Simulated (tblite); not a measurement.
C6H9GeNS.
SMILES with atom numbers: `[cH:1]1[n:2][s:3][cH:4][c:5]1[GeH:6]1[CH2:7][CH2:8][CH2:9]1` (hydrogens: H10 on C1; H11 on C4; H12 on Ge6; H13, H14 on C7; H15, H16 on C8; H17, H18 on C9)

Computed with GFN2-xTB (tblite), gas phase: L-BFGS steps from a force-field or distance-geometry start until the largest atomic force falls under 0.01 eV/Å.

Step 8: E = -692.9402 eV
```
atom  x, y, z in Å  |  force x, y, z in eV/Å
C1      2.8672   -0.4721    0.1535    0.075  -0.110  -0.003
N2      3.8102    0.4068    0.3410   -0.092   0.099  -0.009
S3      3.1678    1.9008    0.4853    0.317   0.136   0.060
C4      1.5628    1.3654    0.2977   -0.056  -0.004  -0.026
C5      1.5447    0.0124    0.1165    0.068  -0.182  -0.008
Ge6    -0.0701   -1.0333   -0.1423    0.053  -0.078   0.013
C7     -1.5257   -0.4350    1.0627   -0.154   0.065  -0.075
C8     -2.2693    0.1988   -0.1452   -0.059   0.004  -0.012
C9     -1.3418   -0.1169   -1.3519   -0.209   0.074   0.053
H10     3.1173   -1.5110    0.0370    0.127  -0.071   0.000
H11     0.7455    2.0538    0.3253   -0.085   0.049   0.001
H12     0.1774   -2.5252   -0.3195    0.128   0.079   0.019
H13    -1.2418    0.2926    1.8245   -0.014  -0.013  -0.101
H14    -2.0991   -1.2131    1.5628   -0.063   0.041  -0.077
H15    -2.4143    1.2724   -0.0155    0.041  -0.058  -0.002
H16    -3.2553   -0.2456   -0.2780    0.012  -0.008  -0.004
H17    -0.9629    0.7780   -1.8473   -0.016  -0.028   0.091
H18    -1.8214   -0.7225   -2.1182   -0.072   0.002   0.080
```

Step 9: E = -692.9469 eV
```
atom  x, y, z in Å  |  force x, y, z in eV/Å
C1      2.8739   -0.4747    0.1537    0.006  -0.063  -0.002
N2      3.8133    0.4075    0.3411   -0.040   0.089  -0.003
S3      3.1737    1.9008    0.4863    0.111   0.090   0.032
C4      1.5603    1.3646    0.2965    0.108  -0.047  -0.008
C5      1.5498    0.0084    0.1169    0.014  -0.022   0.002
Ge6    -0.0686   -1.0343   -0.1419   -0.052  -0.036   0.000
C7     -1.5319   -0.4349    1.0633   -0.084   0.040  -0.111
C8     -2.2731    0.1992   -0.1459   -0.028  -0.011   0.003
C9     -1.3482   -0.1160   -1.3537   -0.124   0.031   0.098
H10     3.1278   -1.5129    0.0374    0.115  -0.060   0.001
H11     0.7432    2.0584    0.3259    0.004  -0.055  -0.007
H12     0.1868   -2.5252   -0.3187    0.117   0.072   0.017
H13    -1.2456    0.2906    1.8257   -0.006   0.016  -0.105
H14    -2.1067   -1.2092    1.5675   -0.058   0.020  -0.102
H15    -2.4113    1.2735   -0.0148   -0.001  -0.068  -0.008
H16    -3.2573   -0.2487   -0.2790    0.001   0.032   0.001
H17    -0.9664    0.7769   -1.8497   -0.012  -0.004   0.101
H18    -1.8285   -0.7178   -2.1222   -0.071  -0.023   0.092
```

Step 10: E = -692.9510 eV
```
atom  x, y, z in Å  |  force x, y, z in eV/Å
C1      2.8779   -0.4770    0.1538    0.002   0.000   0.004
N2      3.8141    0.4092    0.3410    0.014   0.021  -0.003
S3      3.1788    1.9024    0.4874   -0.040   0.027   0.006
C4      1.5612    1.3629    0.2956    0.124   0.038   0.013
C5      1.5530    0.0062    0.1173   -0.016   0.007   0.000
Ge6    -0.0687   -1.0354   -0.1418   -0.086   0.021  -0.007
C7     -1.5369   -0.4342    1.0618   -0.022   0.003  -0.084
C8     -2.2759    0.1993   -0.1462   -0.026  -0.010   0.009
C9     -1.3540   -0.1150   -1.3531   -0.034  -0.014   0.078
H10     3.1359   -1.5151    0.0376    0.099  -0.023   0.005
H11     0.7420    2.0599    0.3260    0.097  -0.144  -0.014
H12     0.1943   -2.5239   -0.3180    0.109   0.049   0.015
H13    -1.2478    0.2897    1.8242   -0.005   0.033  -0.101
H14    -2.1120   -1.2065    1.5680   -0.059   0.006  -0.106
H15    -2.4098    1.2729   -0.0146   -0.033  -0.036  -0.006
H16    -3.2585   -0.2498   -0.2795   -0.034   0.042   0.001
H17    -0.9686    0.7761   -1.8489   -0.015   0.011   0.100
H18    -1.8338   -0.7156   -2.1225   -0.072  -0.032   0.091
```

Q: Estimate the geometry and energy of step 11. (The exact step hangs on the optimiser's Hessian estimate; all steps are aligned on step 10, rigid shifts and turns removed.)

A: E = -692.9551 eV, largest force 0.206 eV/Å
```
atom  x, y, z in Å  |  force x, y, z in eV/Å
C1      2.8819   -0.4792    0.1540   -0.007   0.047   0.006
N2      3.8150    0.4112    0.3409    0.067  -0.036   0.000
S3      3.1834    1.9047    0.4886   -0.141  -0.042  -0.018
C4      1.5641    1.3622    0.2950    0.130   0.010   0.019
C5      1.5558    0.0038    0.1175   -0.019   0.067   0.004
Ge6    -0.0702   -1.0362   -0.1417   -0.074   0.068  -0.010
C7     -1.5423   -0.4334    1.0591    0.031  -0.034  -0.031
C8     -2.2792    0.1993   -0.1463   -0.030  -0.004   0.007
C9     -1.3603   -0.1142   -1.3513    0.047  -0.051   0.030
H10     3.1456   -1.5175    0.0379    0.073   0.034   0.010
H11     0.7428    2.0583    0.3259    0.124  -0.164  -0.015
H12     0.2038   -2.5215   -0.3170    0.098   0.027   0.011
H13    -1.2501    0.2895    1.8205   -0.006   0.046  -0.084
H14    -2.1183   -1.2039    1.5662   -0.060  -0.011  -0.095
H15    -2.4090    1.2716   -0.0145   -0.063   0.016   0.000
H16    -3.2604   -0.2499   -0.2799   -0.078   0.042   0.000
H17    -0.9711    0.7755   -1.8460   -0.021   0.022   0.088
H18    -1.8403   -0.7141   -2.1208   -0.070  -0.036   0.078
```

The energy changes by -0.0041 eV. The first-order estimate −F·Δx gives -0.0055 eV and the mean of the old and new forces, exact on a quadratic surface, -0.0041 eV. The step makes an angle of 52° with the force vector and moves no atom by more than 0.010 Å.

What follows is the cost of the whole relaxation. The run took 0.81 s wall on one thread of an Arm Neoverse N1, shared host with 64 logical CPUs at a one-minute load of 51.
